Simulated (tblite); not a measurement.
Parent: `[N:1]#[C:2][C@@H:3]([SiH3:4])[CH:5]=[O:6]` with C2–C3–C5–O6 153°, C3H5NOSi.

Structures optimised with GFN2-xTB, isolated species. One conformer each, not checked by frequencies here.

| coordinate of the parent | value |
| --- | --- |
| N1≡C2 | 1.144 Å |
| C2–C3 | 1.426 Å |
| C3–Si4 | 1.950 Å |
| C3–C5 | 1.487 Å |
| C5=O6 | 1.200 Å |
| N1–C2–C3 | 179.1° |
| C2–C3–Si4 | 109.0° |
| C2–C3–C5 | 113.0° |
| Si4–C3–C5 | 106.7° |
| C3–C5–O6 | 124.4° |

Task: How does the shared frame change in `[CH3:1][O:2][C@:3]([SiH3:4])([C:5]#[N:6])[CH:7]=[O:8]` with C1–O2–C3–Si4 167°, O2–C3–C7–O8 174°, C4H7NO2Si? Atoms pair as N1 = N6, C2 = C5, C3 = C3, Si4 = Si4, C5 = C7, O6 = O8 (parent first).

Result: 
```json
{"parent": "N1≡C2", "relative": "N6≡C5", "value in the relative": "1.145 Å", "change": "+0.001"}
{"parent": "C2–C3", "relative": "C5–C3", "value in the relative": "1.433 Å", "change": "+0.007"}
{"parent": "C3–Si4", "relative": "C3–Si4", "value in the relative": "1.958 Å", "change": "+0.008"}
{"parent": "C3–C5", "relative": "C3–C7", "value in the relative": "1.486 Å", "change": "-0.001"}
{"parent": "C5=O6", "relative": "C7=O8", "value in the relative": "1.201 Å", "change": "+0.001"}
{"parent": "N1–C2–C3", "relative": "N6–C5–C3", "value in the relative": "178.5°", "change": "-0.6"}
{"parent": "C2–C3–Si4", "relative": "C5–C3–Si4", "value in the relative": "108.6°", "change": "-0.4"}
{"parent": "C2–C3–C5", "relative": "C5–C3–C7", "value in the relative": "112.8°", "change": "-0.2"}
{"parent": "Si4–C3–C5", "relative": "Si4–C3–C7", "value in the relative": "108.0°", "change": "+1.3"}
{"parent": "C3–C5–O6", "relative": "C3–C7–O8", "value in the relative": "125.8°", "change": "+1.4"}
```

Of the parent's bonds, C2–C3 and C3–Si4 change most and about equally (+0.007 to +0.008 Å). Bonds of the relative outside the shared frame: C1–O2 1.412, O2–C3 1.418 Å. Point group C1 → C1.

Task: How does the shared frame change in `[CH3:1][O:2][C:3](=[O:4])[C@@:5]([SiH3:6])([C:7]#[N:8])[CH:9]=[O:10]` with C1–O2–C3–O4 2°, O2–C3–C5–Si6 -93°, C3–C5–C9–O10 -167°, C5H7NO3Si? Atoms pair as N1 = N8, C2 = C7, C3 = C5, Si4 = Si6, C5 = C9, O6 = O10 (parent first).

Result: 
```tsv
parent	relative	value in the relative	change
N1≡C2	N8≡C7	1.143 Å	-0.001
C2–C3	C7–C5	1.431 Å	+0.005
C3–Si4	C5–Si6	1.961 Å	+0.011
C3–C5	C5–C9	1.496 Å	+0.009
C5=O6	C9=O10	1.198 Å	-0.002
N1–C2–C3	N8–C7–C5	179.6°	+0.5
C2–C3–Si4	C7–C5–Si6	106.7°	-2.3
C2–C3–C5	C7–C5–C9	113.4°	+0.4
Si4–C3–C5	Si6–C5–C9	105.0°	-1.7
C3–C5–O6	C5–C9–O10	125.2°	+0.8
```

Of the parent's bonds, C3–Si4 changes most (+0.011 Å). Bonds of the relative outside the shared frame: C1–O2 1.423, O2–C3 1.331, C3=O4 1.204, C3–C5 1.502 Å. Point group C1 → C1.

These are computed values.
